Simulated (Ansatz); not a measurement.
Consider the ligand exchange at a Mg–O bond: `C[O][Mg][O]C` + HCl → `C[O][Mg][Cl]` + CH₃OH.

Program: Ansatz. Geometries: PBE0-D4/def2-TZVP. ΔE: electronic, gas phase. CBS: MP2 limit from def2 TZ/QZ plus the TZ coupled-cluster correction, frozen cores. This one scheme is used for every species. DFT in def2-TZVPP. HSE06 is defined as in plane-wave codes. For Mg outer-core shells are correlated without core-valence functions, which leaves a few kJ/mol of doubt a bond. Each species was taken in one conformer, which may not be the lowest.

(1) Is it downhill or uphill in electronic energy at CCSD(T)/CBS, and by how much? (An estimate is asked.)

(2) What do these levels give: r2SCAN-D4, B97M-V, PBE0-D4, CAM-B3LYP-D4, B2PLYP, BLYP, r2SCANh, HSE06, LC-ωPBE, CCSD(T)/def2-SVP, SCS-MP2/def2-QZVPP, MP2/CBS(def2)? (Estimate.)

Largest T1 diagnostic among the species: 0.011.

## Answers

(1) The calculation gave: Downhill: ΔE = -0.86 eV.

(2) The calculation gave: r2SCAN-D4 -0.90, B97M-V -0.93, PBE0-D4 -0.93, CAM-B3LYP-D4 -0.85, B2PLYP -0.87, BLYP -0.84, r2SCANh -0.92, HSE06 -0.95, LC-ωPBE -0.89, CCSD(T)/def2-SVP -0.78, SCS-MP2/def2-QZVPP -0.84, MP2/CBS(def2) -0.85 eV.

At CCSD(T), def2-SVP lies +0.08 eV from the extrapolated value and def2-TZVPP +0.01 eV. Leaving LDA and LC-ωPBE aside and taking each functional with its dispersion term where it has one, the values, not all of them listed here, spread over 0.13 eV, from r2SCAN0-D4 to BLYP-D4. LDA lies +0.07 eV from PBE without D4.
